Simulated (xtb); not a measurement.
CClF, SMILES Cl[C]F (connectivity only; charge and spin as stated), neutral, multiplicity 1. All values are semi-empirical tight-binding results from xtb (GFN2-xTB unless named), good for trends rather than for accurate numbers. Geometry: GFN2-xTB. The isomer is the one that the SMILES or the coordinates give; other isomers of the formula were not compared.

Problem. Estimate the properties. (Estimate from the structure and the level; the computed values follow.)

Solution. 
point group as xtb finds it: Cs
orbital gap: 2.13 eV
dipole moment: 1.64 D
zero-point energy: 3.4 kcal/mol
G − E(el) at 298.15 K (modified RRHO): -12.4 kcal/mol
static polarisability (D4 model): 27.8 bohr³
solvation energy, GFN2-xTB/ALPB(water): 0.7 kcal/mol
solvation energy, GFN2-xTB/ALPB(acetone): -1.5 kcal/mol
